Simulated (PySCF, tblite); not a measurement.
Isomers of C5H10FNSi. Computed values, GFN2-xTB/tblite, gas phase, harmonic and unscaled. The method is semi-empirical: single wavenumbers can be off by several per cent or more. Modes of hydrogen on silicon can be 10 to 20 % off. One conformer each.

Electronic energies: PBE0/pcSseg-1 single points on the GFN2-xTB geometries (PySCF, gas phase).

```json
{"SMILES": "N[SiH2][C@@H]1CC=C[C@@H]1F", "electronic energy, lowest = 0 (kcal/mol)": "0.0"}
{"SMILES": "N[SiH2][C@H]1CCC=C1F", "electronic energy, lowest = 0 (kcal/mol)": "1.2"}
{"SMILES": "N[SiH2][C@@H]1C=CC[C@H]1F", "electronic energy, lowest = 0 (kcal/mol)": "1.6"}
```

Question: How do GFN2-xTB zero-point energies change the relative energies?

Answer: 
| SMILES | ZPE (kcal/mol) | of it from modes above 1550 cm⁻¹ | electronic (kcal/mol) | with ZPE, lowest = 0 (kcal/mol) | lowest mode (cm⁻¹) | rings |
| --- | --- | --- | --- | --- | --- | --- |
| N[SiH2][C@@H]1CC=C[C@@H]1F | 87.0 | 44.5 | 0.0 | 0.0 | 31 | 1 |
| N[SiH2][C@H]1CCC=C1F | 87.2 | 44.5 | 1.2 | 1.4 | 55 | 1 |
| N[SiH2][C@@H]1C=CC[C@H]1F | 86.8 | 44.6 | 1.6 | 1.4 | 45 | 1 |

The zero-point energies span 0.4 kcal/mol, from `N[SiH2][C@@H]1C=CC[C@H]1F` to `N[SiH2][C@H]1CCC=C1F`. The order is unchanged, ties at the printed digit aside.

Question: And how do the electronic energies of GFN2-xTB itself compare?

Answer: `N[SiH2][C@@H]1CC=C[C@@H]1F` 3.5; `N[SiH2][C@H]1CCC=C1F` 0.0; `N[SiH2][C@@H]1C=CC[C@H]1F` 1.7 kcal/mol, lowest = 0. Against the energies above, taken from the same isomer `N[SiH2][C@@H]1CC=C[C@@H]1F`, the largest difference is 4.7 kcal/mol.

Question: What do entropy and thermal enthalpy add at 298.15 K and 1 bar (rigid rotor, harmonic oscillator, one conformer each)?

Answer: 
| SMILES | point group | symmetry number | S (cal/(mol K)) | H − H(0) (kcal/mol) | ZPE + H − H(0) − TS (kcal/mol) |
| --- | --- | --- | --- | --- | --- |
| N[SiH2][C@@H]1CC=C[C@@H]1F | C1 | 1 | 95.3 | 6.48 | 65.1 |
| N[SiH2][C@H]1CCC=C1F | C1 | 1 | 94.8 | 6.54 | 65.5 |
| N[SiH2][C@@H]1C=CC[C@H]1F | C1 | 1 | 95.9 | 6.56 | 64.7 |
